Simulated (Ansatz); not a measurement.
```xyz
6

C    -0.0034    0.0092   -0.6632
C     0.0091   -0.0040    0.6660
H     0.0019   -0.9226   -1.2355
H    -0.0069    0.9240   -1.2412
H     0.0079   -0.9260    1.2370
H     0.0000    0.9376    1.2480
```

Basis set: 6-31G* (spherical functions). Left uncorrelated: 2 orbitals. Charge 0, multiplicity 1.

Computed with Ansatz (development build ahead of 0.2.0); each method stands on the lowest determinant of its kind that the runs found. Restricted open shells among the atoms or ions are ROHF, correlated in semicanonical orbitals with singles.

The atomization energy at this shape (free ground-state atoms in the same class of orbitals less the molecule, no zero-point energy) of singlet C2H4:

| method | atomization energy |
| --- | --- |
| RHF | 1794.4 kJ/mol |

What does RHF-MP2 give?

2169.7 kJ/mol.
